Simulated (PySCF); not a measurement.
BFH4OSi, SMILES FBO[SiH3].

Geometry: TPSSh-D3(BJ)/def2-SVP. The values are those of a single conformer.

These are PySCF with HF/def2-TZVPD values and carry that method's errors.

Gas-phase values at a fixed geometry.

Computed frontier levels, gap, dipole moment and polarisability:
| Item | Result |
|---|---|
| highest occupied level | -13.05 eV |
| lowest empty level | 1.44 eV |
| orbital gap | 14.50 eV |
| dipole moment | 0.206 e·Å |
| quadrupole, principal values (traceless, Buckingham form, about the centre of nuclear charge) | -5.15, 2.41, 2.75 D·Å |
| mean static polarisability | 40.7 bohr³ (6.02 Å³) |
| polarisability, principal values | 37.0, 39.3, 45.6 bohr³ |
